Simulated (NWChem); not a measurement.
# CH4BeSSe; SMILES C[S][Be][SeH]

```xyz
8

Be     0.2877     0.2827     0.0398
S      0.7495     2.1236     0.0062
C     -0.8905     2.9438    -0.0146
H     -1.4341     2.7281    -0.9436
H     -0.7007     4.0241     0.0373
H     -1.5001     2.6542     0.8510
Se    -0.1743    -1.6945     0.1230
H     -0.1854    -1.7775    -1.3486
```
Atoms are numbered in this order, from 1.

Level: PBE0/def2-SVP (NWChem), optimised geometry, unscaled harmonic frequencies. This build's default masses of Se (78.918 u) and Br (79.917 u) are each other's, which moves their modes by up to 0.6 %.

```tsv
frequency (cm⁻¹)	IR intensity (km/mol)
48	0.0
88	3.1
168	7.4
193	16.2
271	2.9
334	4.9
588	0.1
717	4.2
956	6.9
971	49.2
1005	220.6
1336	9.4
1452	9.4
1457	8.9
2441	4.6
3079	18.8
3194	0.7
3197	1.2
```

* **zero-point energy**: 30.7 kcal/mol
* **thermal correction to the enthalpy at 298.15 K (with zero-point energy)**: 35.6 kcal/mol
* **heat capacity Cv**: 20.3 cal/(mol K)
* **entropy at 298.15 K and 1 atm (symmetry number 1)**: 85.5 cal/(mol K)
* **dipole moment**: 1.78 D

Rigid rotor and harmonic oscillator; modes under 100 cm⁻¹ make the entropy uncertain.
